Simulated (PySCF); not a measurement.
Consider 2-bromobenzotrifluoride, `FC(F)(F)c1ccccc1Br` (C7H4BrF3). Coordinates in Å; atoms count from 1 in this order:
```
F    -2.7346    0.1083    1.1072
C    -2.1465   -0.4194    0.0333
F    -2.7593    0.0724   -1.0446
F    -2.3873   -1.7343    0.0592
C    -0.6619   -0.1378    0.0106
C     0.2297   -1.2125    0.0060
C     1.6050   -1.0023   -0.0187
C     2.1046    0.2967   -0.0386
C     1.2308    1.3806   -0.0341
C    -0.1468    1.1668   -0.0102
Br   -1.2627    2.6862   -0.0069
H    -0.1718   -2.2262    0.0220
H     2.2844   -1.8567   -0.0224
H     3.1820    0.4756   -0.0580
H     1.6113    2.4031   -0.0495
```

These are calculated values, ωB97X-D3(BJ)/ma-def2-SVP in PySCF (grid level 2) at geometries from PBE0-D3(BJ)/def2-SVP. Zero-point and thermal terms (298.15 K, 1 bar) come from unscaled GFN2-xTB harmonic frequencies, with soft modes damped to free rotors in the entropy. These were taken at the GFN2-xTB minima.

(1) What are the vertical and the adiabatic ionisation energy for forming the radical cation?

(2) Where does the unpaired spin of the relaxed radical cation sit?

(3) What oxidation potential follows in DMSO (IEF-PCM), on the absolute scale?

(4) How far is −ε(HOMO) from the vertical value by ΔSCF?

Results:

(1) 9.58 eV vertical and 9.32 eV adiabatic, the latter with zero-point energy.

(2) C7 (aromatic carbon) 0.36, Br11 (bromine) 0.29, C10 (aromatic carbon) 0.23, C9 (aromatic carbon) 0.14 (intrinsic atomic orbital populations).

(3) In the gas phase ΔG of oxidation is 9.286 eV, and solvation is -16.9 kJ/mol for the parent and -224.5 kJ/mol for the product, so the absolute potential is 7.13 V. The solvent is electrostatics only, on gas-phase structures; the absolute scale refers to an electron at rest in vacuum.

(4) −ε(HOMO) = 9.74 eV, which is 0.16 eV above the ΔSCF value.

Known limits: ma-def2-SVP is a small basis, whose errors can reach tens of kJ/mol; spin-orbit coupling is left out of the energies, which matters for open shells on the heavier atoms; atoms from Ga to Kr are treated without relativity.
